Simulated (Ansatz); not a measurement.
Consider the cleavage of the Ge–Sb bond: `[GeH3][SbH2]` + `O[SiH2]F` → `F[SiH2][O][GeH3]` + `[SbH3]`.

Computed with Ansatz on PBE0-D4/def2-TZVP structures; ΔE is electronic, products minus reactants. CCSD(T)/CBS is the MP2 limit (def2-TZVPP, def2-QZVPP) plus CCSD(T) − MP2 in def2-TZVPP, frozen cores. Functionals use def2-TZVPP. Elements past krypton have def2 core potentials. For Ge, Sb outer-core shells are correlated without core-valence functions, which leaves a few kJ/mol of doubt a bond. Scalar relativity is left out up to krypton. Each species was taken in one conformer, which may not be the lowest.

`[GeH3][SbH2]`:

Z-matrix (Å, degrees):
```
Ge
Sb 1 2.620
H 1 1.538 2 108.9
H 1 1.536 2 112.5 3 121.0
H 1 1.538 2 108.9 3 -118.1
H 2 1.709 1 91.1 3 -75.1
H 2 1.709 1 91.1 3 -166.4
```

`O[SiH2]F`:

Cartesian coordinates in Å:
```
O 0.789 -0.998 0.037
Si -0.346 0.164 -0.091
F 0.187 1.389 -0.964
H 1.558 -0.840 0.587
H -1.486 -0.445 -0.800
H -0.701 0.730 1.232
```

`F[SiH2][O][GeH3]`:

Z-matrix (Å, degrees):
```
Si
O 1 1.614
F 1 1.598 2 110.3
H 1 1.483 2 111.3 3 117.5
H 1 1.477 2 108.6 3 -117.6
Ge 2 1.782 1 136.3 3 -67.1
H 6 1.532 2 105.5 1 -147.5
H 6 1.533 2 107.5 1 92.8
H 6 1.537 2 108.1 1 -27.7
```

`[SbH3]`:

Cartesian coordinates in Å:
```
Sb -0.579 0.401 -0.156
H -0.623 -1.030 0.774
H 0.780 0.970 0.707
H 0.421 -0.340 -1.325
```

Problem. Is it downhill or uphill in electronic energy at CCSD(T)/CBS, and by how much? (Estimate.)

Solution. The calculation gave: Uphill: ΔE = +15.1 kJ/mol.

Problem. What do these levels give: PBE-D4, BLYP-D4, PBE0-D4, ωB97M-V, RPA@PBE/def2-TZVPP, MP2/CBS(def2)? (Best estimate.)

Solution. Computed: PBE-D4 25.2, BLYP-D4 13.0, PBE0-D4 22.5, ωB97M-V 11.1, RPA@PBE/def2-TZVPP 0.0, MP2/CBS(def2) 20.4 kJ/mol.

Largest T1 diagnostic among the species: 0.014.

At CCSD(T), def2-SVP lies −15.5 kJ/mol from the extrapolated value and def2-TZVPP −9.1 kJ/mol. From BLYP to BHLYP (50 % exact exchange), in def2-TZVPP and without D4, ΔE moves by −8.6 kJ/mol.
